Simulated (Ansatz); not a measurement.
Be₃O₃⁺, relaxed as a doublet with UKS PBE0-D4/def2-SVP in Ansatz, starting from the GFN1-xTB geometry. Force threshold 0.02 eV/Å.

The structure comes from a short search, and lower isomers may exist.

Start:

```tsv
atom	x (Å)	y (Å)	z (Å)
Be1	-0.3310	-1.1435	-0.9204
Be2	-0.8620	0.2701	1.2081
Be3	1.1910	0.8758	-0.2873
O4	0.3125	1.0732	0.8667
O5	0.8091	-0.2525	-1.1372
O6	-1.1197	-0.8231	0.2701
```

```
step  energy (eV)  largest force component (eV/Å)  SCF passes
   1   -7326.6162                           1.810         104
   2   -7327.0436                           0.983          49
   3   -7327.2326                           0.297          53
   4   -7327.2379                           0.081          51
   5   -7327.2410                           0.100          50
   6   -7327.2459                           0.431          54
   7   -7327.2536                           0.296          49
   8   -7327.2707                           0.228          54
   9   -7327.2769                           0.071          47
  10   -7327.2772                           0.033          45
  11   -7327.2773                           0.022          40
  12   -7327.2773                           0.001          62
```

Force components are those of the run's own axes.

End:

```
atom    x (Å)    y (Å)    z (Å)
 Be1  -0.2213  -1.0086  -0.8871
 Be2  -0.9340   0.2834   1.3017
 Be3   1.0918   0.7447  -0.3267
  O4   0.2591   1.0732   0.9198
  O5   0.9515  -0.2883  -1.3274
  O6  -1.1471  -0.8044   0.3196
```

By distances, no bond broke or formed. The bond that changes most is Be1–O6, from 1.46 to 1.53 Å (atoms count from 1).

No frequencies were taken in this run, so the end may be a saddle point.

It took 16 s on 4 threads of Arm Neoverse V2 on a shared host.
